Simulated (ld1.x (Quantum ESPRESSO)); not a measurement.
What one change does to a pseudopotential (potassium, TM)

```json
{
  "Element": "K (Z = 19)",
  "Generator": "ld1.x (Quantum ESPRESSO) 7.5",
  "Type": "norm-conserving Troullier–Martins (Kleinman–Bylander form)",
  "Functional": "PBE",
  "Relativity": "scalar-relativistic",
  "Frozen core": "[Ar]",
  "Valence charge": "1",
  "Reference configuration": "4s1 4p0",
  "Partial waves": "4s (bound): rc 3.45 bohr; 4p (bound, empty): rc 4.20 bohr; 3d channel at 0.1 Ry: rc 4.20 bohr",
  "Local potential": "the d channel",
  "Core correction": "a·sin(br)/r model core inside 3.25 bohr"
}
```

Change: wave 3d channel at 0.1 Ry: rc 4.20 bohr becomes 3d channel at 6.94 Ry: rc 4.20 bohr.

Cutoffs: the cutoffs (Ry, on a coarse ladder) from which the occupation-weighted sum of valence levels, in a spherical-Bessel basis at the reference potential, stays within 10 and 1 mRy of its value at 400 Ry; they do not see the model core or the augmentation charge, which bear on the density cutoff. Errors are all-electron minus pseudo energies relative to the spin-unpolarised reference configuration.

Question: How do hardness, ghosts and transferability respond?

Answer: Both files are very soft, the changed one slightly harder (loose and tight cutoff 6 and 6 Ry → 8 and 8 Ry on this coarse ladder); the bound ghosts move from s to p, s.

```csv
quantity,base,changed
"cutoff, loose",6 Ry,8 Ry
"cutoff, tight",6 Ry,8 Ry
bound ghosts,s,"s, p"
"error for 4s0.5 4p0, meV [ΔE 1.64 eV]",+4.6,+1.8
"error for 4s0 4p1, meV [ΔE 1.55 eV]",+17,+16
s: phases at 4.54 bohr within 0.05 rad from the reference energy up to (Ry; the scan ends near 5),1.0,0.2
p: phases at 4.54 bohr within 0.05 rad from the reference energy up to (Ry; the scan ends near 5),0.6,0.2
d: phases at 4.54 bohr within 0.05 rad from the reference energy up to (Ry; the scan ends near 5),0.3,n/a
```

 A true bound ghost makes a file unfit for plane-wave use even where its test errors are small: the radial tests pick states by their node count and pass the ghost by.
